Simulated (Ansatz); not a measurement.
Ansatz (a quantum-chemistry and plane-wave program) input:
A basis named .json is the Basis Set Exchange file of that set.

Ansatz 0.2 input:
```yaml
crystal:
  periodic: [false, false, false]
  atoms:
    - {symbol: C, position_ang: [-0.14691225, 1.56741891, 0.18575105]}
    - {symbol: C, position_ang: [-0.45847107, 0.07547141, 0.24834238]}
    - {symbol: C, position_ang: [-1.77110868, -0.26198331, -0.43541783]}
    - {symbol: O, position_ang: [0.54512750, -0.70627215, -0.39681411]}
    - {symbol: C, position_ang: [1.76934774, -0.78791294, 0.29703787]}
    - {symbol: H, position_ang: [0.78603706, 1.80988591, 0.69548422]}
    - {symbol: H, position_ang: [-0.94322050, 2.14075226, 0.66406923]}
    - {symbol: H, position_ang: [-0.06559667, 1.88904939, -0.85454629]}
    - {symbol: H, position_ang: [-0.51084391, -0.23386344, 1.30337260]}
    - {symbol: H, position_ang: [-1.72800112, 0.01854653, -1.48959199]}
    - {symbol: H, position_ang: [-1.96904045, -1.33210914, -0.37333467]}
    - {symbol: H, position_ang: [-2.59774779, 0.27537419, 0.03202247]}
    - {symbol: H, position_ang: [2.30212851, 0.16941842, 0.32279990]}
    - {symbol: H, position_ang: [2.38745702, -1.51387904, -0.22963869]}
    - {symbol: H, position_ang: [1.62067361, -1.13096219, 1.32959525]}
basis:
  gaussian:
    orbitals: aug-cc-pVTZ
    fitting: {mean_field: def2-universal-jkfit, correlation: aug-cc-pVTZ-RIFIT.json}
magnetization: {spin_polarized: true, initial_magnetization: 2}
correlation: {method: mp2, electrons: outside_noble_gas}
```

Q: What final total energy does it print?

A: -232.92761 Eh (RI-MP2/aug-cc-pVTZ). The basis has 460 functions.

This state (charge 0, triplet) is run at the relaxed geometry of the species with charge 0 and multiplicity 1, and is a spin state other than that species' own.
